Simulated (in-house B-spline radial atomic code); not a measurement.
**Correlation energy from the adiabatic connection: ω²r²/2 − Z/r, ω = 0.447, Z = -1**

Two electrons in a singlet, external potential ω²r²/2 − Z/r, ω = 0.447, Z = -1 (atomic units). Full CI in B-splines (partial waves to l = 8, correlation up to 0.6 % small) with the density held fixed gives W(λ) = <V_ee>_λ − U, and E_c is the integral of W(λ) − W(0) from 0 to 1.

```csv
λ,W(λ) − W(0) (hartree)
0,0.00000
0.02,-0.00235
0.05,-0.00577
0.12,-0.01325
0.25,-0.02551
0.4,-0.03743
0.6,-0.05036
0.8,-0.06072
1,-0.06913
```

Q: Integrate the table by the trapezoid rule.

A: The strips give -0.00002, -0.00012, -0.00067, -0.00252, -0.00472, -0.00878, -0.01111, -0.01298, which sum to -0.04092 hartree. The direct value, W(1) − W(0) + T_c with T_c = 0.02804, is -0.04109; the curve is convex, so chords lie above it and the trapezoids fall short in size by 0.41 %.

Q: Now use only three numbers: W(0) = -0.39537, the initial slope W'(0) = -0.119 (extrapolated from the first points) and the strong-coupling limit of the point-charge-plus-continuum model, W∞ = -0.52727. What do second-order theory and the interpolation W(λ) = W∞ + (W(0) − W∞)/√(1 + 2χλ) of Seidl, Perdew and Levy give?

A: Second order keeps the slope alone: E_c = W'(0)/2 = -0.05950, +45 % in size against -0.04109. Matching the slope fixes χ = W'(0)/(W∞ − W(0)) = -0.119/(-0.13190) = 0.90220. Integrating, with s = √(1 + 2χ) = 1.674633, E_c = −(W(0) − W∞)(s − 1)/(s + 1) = −0.13190 × 0.674633/2.674633 = -0.03327 hartree, -19.0 % in size against the full result. At λ = 1 the formula gives W − W(0) = -0.05314 against -0.06913. Part of the miss can come from the model's W∞, which here lies above the computed W at λ = 10, -0.53070.
